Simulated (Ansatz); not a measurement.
Start from `C=C(N)CF` and change one element to get `C=C(N)CBr`.

Ansatz, PBE0-D4/def2-TZVP geometries, multiplicity 1. Each molecule was computed in one conformer, which needn't be the lowest.

Scalar relativity is left out up to krypton.

```csv
property,`C=C(N)CF`
HOMO–LUMO gap (PBE0/def2-TZVPP) / eV,6.74
LUMO energy (B3LYP/def2-TZVPP) / eV,0.19
HOMO energy (B3LYP/def2-TZVPP) / eV,-6.09
LUMO energy (PBE0/def2-TZVPP) / eV,0.45
HOMO energy (PBE/def2-TZVPP) / eV,-5.13
HOMO–LUMO gap (PBE/def2-TZVPP) / eV,4.59
```

(1) What does the change do to each property? (Estimate.)

Results:

(1) Ansatz gave: 
```
                            property  `C=C(N)CBr`  shift
HOMO–LUMO gap (PBE0/def2-TZVPP) / eV         5.86  -0.88
 LUMO energy (B3LYP/def2-TZVPP) / eV        -0.78  -0.97
 HOMO energy (B3LYP/def2-TZVPP) / eV        -6.19  -0.10
  LUMO energy (PBE0/def2-TZVPP) / eV        -0.54  -0.99
   HOMO energy (PBE/def2-TZVPP) / eV        -5.25  -0.12
 HOMO–LUMO gap (PBE/def2-TZVPP) / eV         3.75  -0.84
```

With PBE0 the HOMO falls by 0.10 eV and the LUMO falls by 0.99 eV, so the gap narrows by about 0.89 eV. PBE moves the HOMO by -0.12 eV and ωB97M-V by -0.07 eV.

B3LYP here is the variant with VWN-RPA as its local correlation; programs differ in this.

Spin–orbit coupling is left out; it splits and shifts lone-pair levels of the heavy atoms by tenths of an eV.
